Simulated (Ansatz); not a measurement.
Gas-phase electronic energies from Ansatz, PBE0-D4/def2-TZVP geometries. CCSD(T)/CBS adds triple-zeta CCSD(T) − MP2 to the extrapolated MP2 energy (def2 sets, frozen cores). DFT in def2-TZVPP. B3LYP here is the variant with VWN-RPA as its local correlation; programs differ in this. One conformer a species, not always the lowest.

Reaction (redistribution): `O[SiH](O)N[SiH](Cl)Cl` + `CNBCl` → `O[SiH](O)N[SiH2]Cl` + `CNB(Cl)Cl`

```
         level  ΔE (kJ/mol)  difference from CCSD(T)/CBS
      B3LYP-D4         26.0                         -1.3
       ωB97X-V         25.9                         -1.4
        r2SCAN         25.6                         -1.7
          PBE0         24.4                         -2.9
         B3LYP         26.5                         -0.8
 HF/def2-TZVPP         33.3                          6.0
MP2/def2-TZVPP         24.7                         -2.6
 HF/def2-QZVPP         34.1                          6.8
MP2/def2-QZVPP         26.7                         -0.6
  HF/CBS(def2)         34.2                          6.9
   CCSD(T)/CBS         27.3                            0
```

Largest T1 diagnostic among the species: 0.011.

In def2-TZVPP, CCSD(T) changes the Hartree–Fock value by −9.0 kJ/mol (the triples alone add −1.7 kJ/mol) and MP2 by −8.6 kJ/mol.
